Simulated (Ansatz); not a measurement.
Two isomers of C6H14S: A = `CCCCSCC`, B = `CCSC(C)(C)C`.

Computed with Ansatz on PBE0-D4/def2-TZVP structures; ΔE is electronic, products minus reactants. CBS: MP2 limit from def2 TZ/QZ plus the TZ coupled-cluster correction, frozen cores. Functionals use def2-TZVPP. B3LYP here is the variant with VWN-RPA as its local correlation; programs differ in this. One conformer a species, not always the lowest.

A:

```xyz
21

C    -0.509   -1.949   -2.376
C     0.232   -0.679   -1.992
C    -0.438    0.119   -0.877
C    -0.474   -0.617    0.450
S    -1.275    0.279    1.796
C    -0.199    1.715    2.001
C     1.225    1.390    2.404
H    -0.541   -2.669   -1.555
H    -0.029   -2.444   -3.223
H    -1.542   -1.728   -2.663
H     1.257   -0.927   -1.693
H     0.322   -0.035   -2.872
H     0.098    1.065   -0.752
H    -1.461    0.380   -1.167
H     0.532   -0.918    0.755
H    -1.063   -1.534    0.371
H    -0.695    2.298    2.781
H    -0.223    2.324    1.093
H     1.747    0.832    1.623
H     1.244    0.790    3.315
H     1.792    2.309    2.582
```

B:

Z-matrix (Å, degrees):
```
C
C 1 1.518
H 1 1.092 2 111.1
H 1 1.092 2 111.1 3 120.2
H 1 1.093 2 110.3 3 -119.9
S 2 1.805 1 108.7 3 -60.1
H 2 1.093 1 110.2 3 179.6
H 2 1.092 1 110.2 3 60.2
C 6 1.833 2 103.9 1 179.9
C 9 1.522 6 111.0 2 61.6
C 9 1.524 6 104.0 2 179.8
C 9 1.522 6 111.0 2 -62.0
H 10 1.092 9 111.7 6 -65.4
H 10 1.095 9 109.9 6 175.5
H 10 1.091 9 110.9 6 55.6
H 11 1.094 9 109.7 6 179.9
H 11 1.092 9 111.1 6 -60.5
H 11 1.092 9 111.1 6 60.2
H 12 1.091 9 110.9 6 -55.8
H 12 1.095 9 109.9 6 -175.7
H 12 1.092 9 111.7 6 65.2
```

Q: Which is lower in electronic energy at CCSD(T)/CBS, and by how much? (An estimate is asked.)

A: The calculation gave: B, by 16.2 kJ/mol.

Q: Give E(B) − E(A) in kJ/mol with MP2/def2-TZVPP, B3LYP, CCSD(T)/def2-TZVPP, CCSD/def2-TZVPP, PBE-D4, HF/def2-TZVPP, B2PLYP. (An estimate is asked.)

A: The calculation gave: MP2/def2-TZVPP -21.8, B3LYP -3.5, CCSD(T)/def2-TZVPP -16.2, CCSD/def2-TZVPP -13.0, PBE-D4 -11.0, HF/def2-TZVPP -1.0, B2PLYP -10.3. None reverses the order clearly.

Largest T1 diagnostic: 0.009.

The D4 term adds −7.4 kJ/mol with B3LYP and −3.7 kJ/mol with PBE0; it sums over pairs of atoms, weighted by their polarisabilities, and B3LYP, whose exchange is more repulsive, gets the larger term. Leaving LDA and LC-ωPBE aside and taking each functional with its dispersion term where it has one, the values, not all of them listed here, spread over 4.4 kJ/mol, from revPBE-D4 to CAM-B3LYP-D4. LDA lies −9.6 kJ/mol from PBE without D4.
